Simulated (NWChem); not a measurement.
System: SiPH4, doublet; SMILES [SiH2]P

```xyz
6

Si    -0.0571     1.1511     0.0000
P      0.0790    -1.1150     0.0000
H      0.6633     1.6595     1.2075
H      0.6633     1.6595    -1.2075
H     -0.8555    -1.3548     1.0466
H     -0.8555    -1.3548    -1.0466
```
Atoms are numbered in this order, from 1.

Computed with NWChem. Spin-unrestricted. In the optimisation the excess spin sits in a' (Cs, its own frame). All runs use the structure optimised with B3LYP/6-31G* (spherical d), spin-unrestricted. No stability test was run on the SCF state.

Question: Estimate the computed values for TPSS/aug-pcseg-1. Quantities: highest occupied level (eV); lowest empty minus highest occupied level, either spin (eV); dipole (D); <S²>.

Answer: 
```json
{
  "highest occupied level (eV)": "-5.17",
  "lowest empty minus highest occupied level, either spin (eV)": "1.68",
  "dipole (D)": "0.65",
  "<S²>": "0.753"
}
```
